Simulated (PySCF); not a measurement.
# BMe2(nPr): computed shieldings and shifts

BMe2(nPr), C5H13B, point group C1.

Geometry:
```tsv
atom	x (Å)	y (Å)	z (Å)
B1	0.453	0.918	0.537
C2	2.025	0.875	0.482
H3	2.346	1.245	-0.510
H4	2.477	-0.116	0.640
H5	2.461	1.588	1.203
C6	-0.297	2.300	0.487
H7	-0.663	2.493	1.514
H8	-1.205	2.260	-0.138
H9	0.315	3.164	0.189
C10	-0.387	-0.419	0.588
C11	-0.450	-1.026	-0.824
C12	-1.215	-2.340	-0.885
H13	-1.417	-0.252	0.949
H14	0.085	-1.155	1.263
H15	0.574	-1.182	-1.206
H16	-0.917	-0.303	-1.516
H17	-2.253	-2.211	-0.538
H18	-1.252	-2.743	-1.909
H19	-0.745	-3.102	-0.242
```

GIAO calculations in PySCF 2.14.0 with density-fitted response routines on the PBE0-D3(BJ)/def2-SVP structure: isolated species, non-relativistic, equivalent atoms averaged; basis pcSseg-1.

Question: Give the isotropic shieldings (ppm) with B3LYP, PBE0.

Answer: 
```
             atoms                          environment  B3LYP   PBE0
               C10           carbon bonded to C, B, 2 H  142.7  149.0
               C12              carbon bonded to C, 3 H  157.6  163.6
               C11            carbon bonded to 2 C, 2 H  158.5  165.2
             C2/C6              carbon bonded to B, 3 H  164.2  168.9
                B1                  boron bonded to 3 C    8.7   12.7
       H17/H18/H19     hydrogen on a carbon bonded to C  30.24  30.15
           H13/H14  hydrogen on a carbon bonded to C, B  30.28  30.15
           H15/H16   hydrogen on a carbon bonded to 2 C  30.38  30.29
 H3/H4/H5/H7/H8/H9     hydrogen on a carbon bonded to B  30.54  30.39
HOMO–LUMO gap (eV)                                    –   7.43   7.84
```

Question: And the chemical shifts, against references computed in the same way?

Answer: 
```tsv
atoms	nucleus, reference	B3LYP	PBE0
C10	¹³C, TMS	36.5	35.4
C12	¹³C, TMS	21.6	20.8
C11	¹³C, TMS	20.7	19.2
C2/C6	¹³C, TMS	15.1	15.5
B1	¹¹B, BF3·OEt2	89.1	88.0
H17/H18/H19	¹H, TMS	1.15	1.11
H13/H14	¹H, TMS	1.11	1.12
H15/H16	¹H, TMS	1.00	0.97
H3/H4/H5/H7/H8/H9	¹H, TMS	0.84	0.87
```

Question: Which part of the shielding of C10 depends on the functional?

Answer: Diamagnetic: B3LYP 252, PBE0 253 ppm; paramagnetic: B3LYP -109, PBE0 -104 ppm. The diamagnetic part, set mainly by inner electrons, hardly moves; the paramagnetic part goes with low-lying magnetically allowed excitations and carries the spread.

Question: What couplings does B3LYP/pcJ-1 (spin–dipole term only in couplings to heteroatoms) give?

Answer: ¹J(C12,H17) = 131.8, ¹J(C11,H15) = 130.3, ¹J(C10,H13) = 125.8, ¹J(C2,H3) = 122.9, ¹J(B1,C10) = 50.6, ¹J(B1,C2) = 50.5, ¹J(C11,C12) = 36.8, ¹J(C10,C11) = 28.7, ²J(H3,H4) = -15.3, ²J(H15,H16) = -14.8, ²J(H17,H18) = -13.7, ²J(H13,H14) = -10.1, ²J(C2,C6) = 6.1, ²J(C11,H13) = -5.8 Hz (averaged over equivalent pairs; isotopes ¹³C, ¹H, ¹¹B).
